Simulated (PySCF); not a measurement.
Electronic structure of Os (osmium, neutral) at the UHF level

Configuration: [Xe] 4f14 5d7 6s1, high-spin 5F determinant (an excited configuration). Computed with PySCF 2.14 in ANO-RCC-VTZP (8s7p5d3f2g1h, 104 functions), with the spin-free X2C one-electron Hamiltonian (Gaussian nucleus).

```json
{
  "Total energy": "-17249.387153 hartree",
  "One-electron energy": "-23673.3608 hartree",
  "Hartree (Coulomb) energy": "6763.8322 hartree",
  "Exchange energy": "-339.8585 hartree",
  "⟨S²⟩": "6.0053",
  "⟨L²⟩": "12.045",
  "Sum of ⟨r⟩": "45.41 bohr",
  "Sum of ⟨r²⟩": "63.38 bohr²",
  "Langevin diamagnetic susceptibility": "-50.2 ×10⁻⁶ cm³/mol"
}
```

```csv
shell,electrons,mean orbital energy (hartree),spread (hartree),"rms radius, mean of both spins (bohr)"
1s α,1,-2728.80754,0,0.0200
1s β,1,-2728.80702,0,0.0200
2s α,1,-480.50578,0,0.0809
2s β,1,-480.49462,0,0.0809
2p α,3,-419.79886,0,0.0739
2p β,3,-419.78847,0,0.0739
3s α,1,-114.11798,0,0.207
3s β,1,-114.11475,0,0.207
3p α,3,-95.90166,0,0.209
3p β,3,-95.89936,0,0.209
3d α,5,-74.75140,0.00283,0.191
3d β,5,-74.74341,0.00906,0.191
4s α,1,-25.26048,0,0.459
4s β,1,-25.24579,0,0.459
4p α,3,-19.15364,0,0.488
4p β,3,-19.14062,0,0.488
4d α,5,-11.28331,0.00892,0.526
4d β,5,-11.26311,0.02082,0.526
5s α,1,-3.92640,0,1.09
5s β,1,-3.79870,0,1.09
4f α,7,-2.51435,0.01148,0.611
4f β,7,-2.50027,0.00470,0.611
5p α,3,-2.29446,0,1.26
5p β,3,-2.10999,0,1.26
5d α,5,-0.37958,0.03432,2.04
6s α,1,-0.29280,0,3.44
5d β,2,-0.28703,0,2.04
```

Spin-orbit coupling, absent here, splits the open shell strongly.

Densities and radii are taken from the X2C orbitals without a picture-change correction, which distorts them close to the nucleus.

Spin-orbit constants ζ (cm⁻¹) from the X2C one-electron operator on these orbitals: bare nucleus, nucleus screened by l(l+1)(2l+1)/3 electrons, and screened by the Breit-Pauli mean field of the electrons.

```
shell     bare  screened nucleus  mean field
   2p  7733000           7529000         n/a
   3p  1704000           1659000         n/a
   3d   264300            229500         n/a
   4p   394700            384300         n/a
   4d    53340             46320         n/a
   4f    10000              6317         n/a
   5p    55490             54030         n/a
   5d     3622              3146         n/a
```

To first order the Landé constant is A = -786.5 cm⁻¹, so the lowest level has J = 5 and lies 0.585 eV below the centre of the term. This holds in LS coupling only.
